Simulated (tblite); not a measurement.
Compound: C3H12OSSi3.
Geometry (GFN2-xTB, Å), atoms numbered from 1 in this order:
```
atom  x, y, z in Å
C1    -2.4370   -1.0961   -0.8034
C2    -1.2954   -0.1481   -0.5809
O3    -0.5902    0.2313   -1.4934
Si4   -0.9474    0.5155    1.1918
C5     0.8278    1.1459    1.0275
Si6    1.2832    1.9911   -0.6437
S7     2.0822   -0.1369    1.4699
Si8    1.7789   -1.7896    0.1571
H9    -3.3628   -0.5688   -0.5802
H10   -2.4624   -1.4587   -1.8288
H11   -2.3585   -1.9302   -0.1101
H12   -1.1490   -0.5625    2.1617
H13   -1.8803    1.6176    1.4395
H14    0.9954    1.8864    1.8116
H15    1.8442    1.0729   -1.6209
H16    2.3584    2.9277   -0.2774
H17    0.1298    2.7716   -1.0811
H18    0.4128   -2.2856    0.3344
H19    2.7582   -2.7396    0.6573
H20    2.0068   -1.4333   -1.2340
```

All values are computed: GFN2-xTB (tblite) harmonic vibrations without scaling, gas phase. The method is semi-empirical: single wavenumbers can be off by several per cent or more. Modes of hydrogen on silicon can be 10 to 20 % off. One conformer, not necessarily the lowest.

Harmonic wavenumbers (cm⁻¹): 44.9, 63.3, 71.7, 91.6, 107.6, 133.6, 137.8, 164.1, 175.7, 247.5, 297.4, 325.3, 345.1, 441.5, 467.5, 496.8, 522.0, 530.4, 547.7, 560.0, 567.9, 593.7, 622.2, 685.1, 733.1, 755.2, 760.8, 766.4, 774.9, 794.6, 813.4, 846.8, 866.8, 947.2, 976.5, 1083.0, 1146.7, 1149.1, 1359.4, 1448.0, 1450.5, 1709.7, 2197.0, 2241.7, 2253.4, 2266.7, 2288.2, 2336.5, 2354.6, 2356.8, 2947.4, 3018.4, 3029.4, 3037.1.

A = 1136, B = 830.7, C = 688.6 MHz; mass 179.992 u (most abundant isotopes); point group C1, symmetry number 1.

Question: Zero-point energy?

Answer: ½Σν̃ = 28475 cm⁻¹ = 81.41 kcal/mol.

Question: Entropy at 400 K, 1 bar (ideal gas, RRHO, classical rotation)?

Answer: Translation 42.96, rotation 31.46, vibration 59.95: S = 134.4 cal/(mol K).

Question: And Cp and H(400 K) − H(0)?

Answer: Cp = 63.00 cal/(mol K), of which vibrations give 55.05 (their classical limit is 54 R = 107.3); H(400 K) − H(0) = 15.31 kcal/mol without the zero-point energy, 12.13 from vibrations.

Question: Which modes carry the vibrational entropy at 400 K?

Answer: 44.9 cm⁻¹: 5.61; 63.3 cm⁻¹: 4.93; 71.7 cm⁻¹: 4.69; 91.6 cm⁻¹: 4.20; 107.6 cm⁻¹: 3.89; 133.6 cm⁻¹: 3.46 cal/(mol K); the other 48 give 33.16 together.

Question: What must be added to the electronic energy to get the Gibbs energy at 400 K and 1 bar?

Answer: ZPE + [H(400 K) − H(0)] − T·S = 81.41 + 15.31 − 53.74 = 42.98 kcal/mol.

Question: How do the functions run with temperature in this model?

Answer: 
```tsv
T (K)	S (cal/(mol K))	Cp (cal/(mol K))	H − H(0) (kcal/mol)	G − H(0) (kcal/mol)	ln q(vib)
150	88.8	32.2	3.06	-10.26	4.90
250	108.6	46.6	7.01	-20.15	9.00
298.15	117.4	52.6	9.40	-25.60	10.93
600	162.7	76.9	29.41	-68.24	22.17
900	196.6	90.0	54.61	-122.36	31.72
```

q(vib) and H(0) count from the zero-point level.

Hindered rotation and anharmonicity are outside this model. Other conformers, if any are populated, would add a mixing term that is left out. The structure is chiral; the term R ln 2 for an equal mix with its mirror image is left out.
